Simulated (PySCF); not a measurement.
**A search over the determinants of LiBi**

Unrestricted PBE0; basis Li def2-SVPD, Bi def2-SVPD with ECP60; scalar-relativistic core potentials; PySCF 2.14. Outer shells of the fragments: Li 2s1; Bi 5d10 6s2 6p3.

Followed along the bond (rough minima from three points):

| 2Ms+1 | unpaired | ⟨S²⟩ at the start | R at minimum (Å) | Te (eV) |
| --- | --- | --- | --- | --- |
| 3 | π ↑↑ | 2.01 | 2.69 | 0.00 |
| 1 | π ↑↓ | 1.00 | 2.68 | 0.30 |
| 1 | none | 0.00 | 2.66 | 1.12 |
| 3 | σ ↑, π ↑ | 2.00 | none in the scan | ≤ 0.87 |
| 1 | σ ↑, π ↓ | 1.01 | none in the scan | ≤ 1.18 |

Solutions found at the starting distance of 2.745 Å, counted from the lowest of them; the search is not exhaustive and high or unbound solutions are not listed, so other states can lie among these:

| 2Ms+1 | unpaired | term | E (eV) | ⟨S²⟩ | ⟨Lz²⟩ | μ (D) |
| --- | --- | --- | --- | --- | --- | --- |
| 3 | π ↑↑ | ³Σ⁻ | 0.00 | 2.01 | 0.00 | -6.03 |
| 1 | π ↑↓ | mixed | 0.31 | 1.00 | 2.01 | -6.04 |
| 3 | σ ↑, π ↑ | ³Π | 0.92 | 2.00 | 1.01 | -6.23 |
| 1 | none | mixed | 1.13 | 0.00 | 2.00 | -5.76 |
| 1 | σ ↑, π ↓ | mixed | 1.21 | 1.01 | 1.01 | -6.20 |
| 5 | σ ↑↑, π ↑↑ | ⁵Σ⁻ | 1.86 | 6.00 | 0.00 | 4.42 |

A term symbol is given only where ⟨S²⟩ and ⟨Lz²⟩ are close to those of a pure state; real π, δ and φ orbitals otherwise mix terms. A positive dipole means Li(−)Bi(+).

Spin–orbit coupling is left out, which matters for elements this heavy, above all for dissociation energies. Counting both spins, an empty level lies below a filled one in some of these solutions, because spin and occupation are held.
